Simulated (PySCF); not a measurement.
# Bond lengths and vibrations by method: CGeH3O2

Calculated results; nothing here was measured. The program is PySCF 2.14.0, an open-source quantum chemistry code, run on an isolated molecule that a program drew, which may never have been made. The molecule is CGeH3O2 (charge 0, doublet), drawn as the SMILES string `[CH2][Ge](=[O])[OH]`.

The geometry was optimised and harmonic frequencies were computed with HF and MP2, all in the cc-pVDZ basis, for the commonest isotopes, with a restricted reference for singlets and an unrestricted one otherwise, and a frozen core in MP2. Germanium has the cc-pVDZ-PP basis, with a core potential (ECP10MDF) in place of its 10 inner electrons, and its 3s, 3p and 3d shells are frozen in MP2. Each result is a local minimum of its method.

Geometry at the HF minimum:
```xyz
7
CGeH3O2, angstrom
C     0.2045    1.2711   -0.7763
Ge   -1.3112    0.4515    0.0255
O    -1.6894    0.3961    1.5927
O    -2.3155   -0.2831   -1.2016
H     0.9361    1.7759   -0.1564
H     0.3826    1.2618   -1.8460
H    -2.0207   -0.2045   -2.0977
```

Lengths of the bonds as drawn, in Å (atoms numbered as above):
| bond | HF | MP2 |
|---|---|---|
| C1-Ge2 | 1.901 | 1.918 |
| Ge2-O3 | 1.613 | 1.655 |
| Ge2-O4 | 1.748 | 1.790 |
| C1-H5 | 1.084 | 1.094 |
| C1-H6 | 1.084 | 1.095 |
| O4-H7 | 0.947 | 0.970 |

Rotational constants, in GHz:
```
constant     HF    MP2
       A   7.02  6.857
       B  6.264  5.979
       C   3.31  3.194
```

Harmonic frequencies in cm^-1, each column in rising order, so a row needn't be the same motion in every method:
| rank | HF | MP2 |
|---|---|---|
| 1 | 215 | 182 |
| 2 | 220 | 210 |
| 3 | 247 | 225 |
| 4 | 281 | 248 |
| 5 | 337 | 307 |
| 6 | 570 | ? |
| 7 | 686 | 658 |
| 8 | 776 | 722 |
| 9 | 809 | 755 |
| 10 | 931 | 923 |
| 11 | 1059 | 996 |
| 12 | 1478 | 1393 |
| 13 | 3286 | 3196 |
| 14 | 3407 | 3323 |
| 15 | 4158 | 3834 |

**Estimate the missing MP2 frequency from the HF column.**

A single factor s that minimises the squared misfit of MP2 against s times HF over the other rows is sum(HF x MP2) / sum(HF^2) = 0.9506, with an rms misfit of 46 cm^-1. For rank 6 it gives 0.9506 x 570 = 542 cm^-1. The calculation gives 551 cm^-1, 9 cm^-1 above the estimate. The drawn bonds are on average 1.7 % longer in MP2 than in HF.
